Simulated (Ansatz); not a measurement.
# Energy profile

The step: GeH₄ + H₂S → GeH₄S ([SH][GeH3]) + H₂; bonds formed: Ge1–S7, H2–H6; bonds broken: Ge1–H2, H6–S7 (atoms numbered as in the saddle structure below).

Ge1  (-0.710, -0.450, -0.143)
H2  (1.013, -0.713, -0.716)
H3  (-1.042, -0.995, -1.558)
H4  (-1.736, 0.679, 0.086)
H5  (-0.721, -1.546, 0.919)
H6  (1.267, -0.069, -0.021)
S7  (0.989, 1.075, 1.195)
H8  (0.942, 2.018, 0.239)
(Å)

Electronic energies by CCSD(T) at an estimated basis limit (MP2 extrapolated from triple and quadruple zeta, plus CCSD(T) − MP2 in triple zeta), on PBE0-D4/def2-TZVP structures; GeH₆S, closed shell; no counterpoise correction. Computed with Ansatz 0.2.0 (basis: def2-TZVPP and def2-QZVPP); correlated methods freeze the cores. Filled d shells of the heavier atoms are correlated. The def2 sets are not built for correlating such inner shells, so the correlated values are less sure here. Extrapolation: Hartree–Fock as exp(−7.88 √X), correlation as X^−2.97.

Q: Give the profile in kcal/mol, counted from the separated reactants. (Judge from chemistry; the value comes from the calculation.)

A: Computed:
| point | kcal/mol |
| --- | --- |
| separated: GeH₄ (Ge1, H2, H3, H4, H5; singlet) + H₂S (H6, S7, H8; singlet) | 0.00 |
| start structure | -1.16 |
| saddle | 56.10 |
| end structure | -5.96 |
| separated: GeH₄S (linked as [SH][GeH3]; Ge1, H3, H4, H5, S7, H8; singlet) + H₂ (H2, H6; singlet) | -5.38 |

The T1 diagnostic stays at or below 0.015.

For scale, one of the runs: CCSD(T)/def2-TZVPP, 174 basis functions, launched by `ansatz run in.yaml --threads 2 --pin off --events-out ev --progress --plain --max-ram 4352MiB`. Hardware: 2 CPU threads, shared host. Wall time 38 s; peak host memory 1.4 GiB.
